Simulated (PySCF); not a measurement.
CH₉FSi₃, SMILES [SiH3][Si](F)([SiH3])C. Geometry optimised at PBE0-D3(BJ)/def2-SVP.

Give the equilibrium geometry at PBE0-D3(BJ)/def2-SVP (PySCF confirms it by a frequency run) as bond lengths and angles, and its point group. (The exact figures need the calculation; the answer reports its results.)

point group Cs.
Atoms: C1 Si2 F3 Si4 Si5 H6 H7 H8 H9 H10 H11 H12 H13 H14. Bonded distances (Å): C1–Si2 1.873, C1–H6 1.101, C1–H7 1.102, C1–H8 1.101, Si2–F3 1.643, Si2–Si4 2.349, Si2–Si5 2.349, Si4–H9 1.495, Si4–H10 1.498, Si4–H11 1.496, Si5–H12 1.495, Si5–H13 1.496, Si5–H14 1.498. Bond angles (°): Si2–C1–H6 110.9, Si2–C1–H7 110.2, Si2–C1–H8 110.9, H6–C1–H7 108.2, H6–C1–H8 108.3, H7–C1–H8 108.2, C1–Si2–F3 108.1, C1–Si2–Si4 111.1, C1–Si2–Si5 111.1, F3–Si2–Si4 107.8, F3–Si2–Si5 107.8, Si4–Si2–Si5 110.7, Si2–Si4–H9 110.9, Si2–Si4–H10 108.6, Si2–Si4–H11 111.0, H9–Si4–H10 108.6, H9–Si4–H11 109.1, H10–Si4–H11 108.6, Si2–Si5–H12 110.9, Si2–Si5–H13 111.0, Si2–Si5–H14 108.6, H12–Si5–H13 109.1, H12–Si5–H14 108.6, H13–Si5–H14 108.6.
Charge 0, spin multiplicity 1.
